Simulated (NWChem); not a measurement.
# CH$_{4}$ClNSi$_{2}$; SMILES Cl[Si@H]1N=C[SiH2]1

```xyz
9

Cl    -0.3287    -2.1432    -0.3270
Si     0.1344    -0.3666     0.6212
N      1.5320     0.4803    -0.1241
C      1.0204     1.6196    -0.4385
Si    -0.8753     1.6256    -0.0727
H      0.3800    -0.6870     2.0546
H      1.6673     2.4111    -0.8657
H     -1.3984     2.6727     0.8605
H     -1.7249     1.6023    -1.3029
```
Atoms are numbered in this order, from 1.

Level: PBE0/def2-SVP (NWChem), optimised geometry, unscaled harmonic frequencies. 

Question: List the harmonic frequencies with IR intensities, and the thermochemistry.

Answer: 
```
frequency (cm⁻¹)  IR intensity (km/mol)
----------------  ---------------------
97                                  0.4
144                                 1.7
265                                16.2
376                                 8.6
454                                 2.0
494                                20.8
568                                83.7
582                                12.4
627                                13.2
709                                68.2
751                                57.0
788                                53.0
803                               173.1
916                                56.0
932                                73.5
1295                               18.2
1619                               47.5
2212                              102.3
2230                               63.9
2252                              113.5
3055                               44.8
```

- zero-point energy: 30.3 kcal/mol
- thermal correction to the enthalpy at 298.15 K (with zero-point energy): 34.9 kcal/mol
- heat capacity Cv: 22.8 cal/(mol K)
- entropy at 298.15 K and 1 atm (symmetry number 1): 81.1 cal/(mol K)
- dipole moment: 2.51 D

Rigid rotor and harmonic oscillator; modes under 100 cm⁻¹ make the entropy uncertain.
